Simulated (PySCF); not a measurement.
**Electron correlation in Cr(3+) (chromium, charge +3)**

[Ar] 3d3, high-spin 4F determinant. All numbers are calculated (PySCF 2.14, no relativity, point nucleus, in dyall-av2z (16s12p7d2f, 101 functions)). Frozen: [Ar]; 3 electrons correlated; the 25 highest virtual orbitals of each spin left out.

```json
{"level": "CCSD", "correlation energy (mhartree)": "-17.07"}
{"level": "(T)", "correlation energy (mhartree)": "-0.04"}
{"level": "CCSD(T)", "correlation energy (mhartree)": "-17.11"}
```

Diagnostics: T1 = 0.0017, D1 = 0.0025, largest double amplitude 0.014.

Q: Is a single reference adequate?

A: Yes: T1 lies below 0.03 and no double amplitude reaches 0.07.
